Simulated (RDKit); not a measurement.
Input for RDKit: MMFF94 on H3NSSi (SMILES N[Si]S), a point of a torsion scan.

```python
from rdkit import Chem
from rdkit.Chem import AllChem, rdDetermineBonds

blocks = [
'''6

N    -1.30777660    0.14448061    0.29763798
Si   -0.65486529   -1.34312945    0.88492293
S     0.95545008   -1.74861669   -0.58771291
H    -0.91366371    1.00672698    0.64609474
H    -1.41292266    0.23518620   -0.70792733
H     1.29779021   -2.91749699   -0.06877022
''',
]
mol = None
for b in blocks:
    f = Chem.MolFromXYZBlock(b)
    rdDetermineBonds.DetermineBonds(f, charge=0)
    mol = f if mol is None else Chem.CombineMols(mol, f)
Chem.SanitizeMol(mol)
print(Chem.MolToSmiles(Chem.RemoveHs(mol)))
ff = AllChem.MMFFGetMoleculeForceField(mol, AllChem.MMFFGetMoleculeProperties(mol), nonBondedThresh=100.0, ignoreInterfragInteractions=False)
e = ff.CalcEnergy()
print(f'MMFF94 energy {e:.6f} kcal/mol')
```

Output:

```
[H]/[S+]=[Si-]/N
MMFF94 energy -26.628861 kcal/mol
```

The run finished.

Cost: about 0.010 core-seconds (a rough figure).
